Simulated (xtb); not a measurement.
C₅H₁₀, SMILES CC1CCC1. All values are semi-empirical tight-binding results from xtb (GFN2-xTB unless named), good for trends rather than for accurate numbers. Geometry: GFN2-xTB.

- point group as xtb finds it: Cs
- orbital gap: 12.32 eV
- dipole moment: 0.12 D
- zero-point energy: 86.3 kcal/mol
- G − E(el) at 298.15 K (modified RRHO): 68.4 kcal/mol
- static polarisability (D4 model): 58.2 bohr³
- solvation energy, GFN2-xTB/ALPB(water): -0.1 kcal/mol
- solvation energy, GFN2-xTB/ALPB(methanol): -3.2 kcal/mol

Computed IR lines (harmonic; lines under 4 % of the strongest left out, lines within 3 cm⁻¹ merged):
ν (cm⁻¹): 1338 (w), 2958 (m), 3001 (w), 3010 (m), 3014 (s), 3019 (s), 3025 (vs), 3031 (m) (against the strongest line: vs over 80 %, s over 45 %, m over 15 %, w over 4 %, vw less)
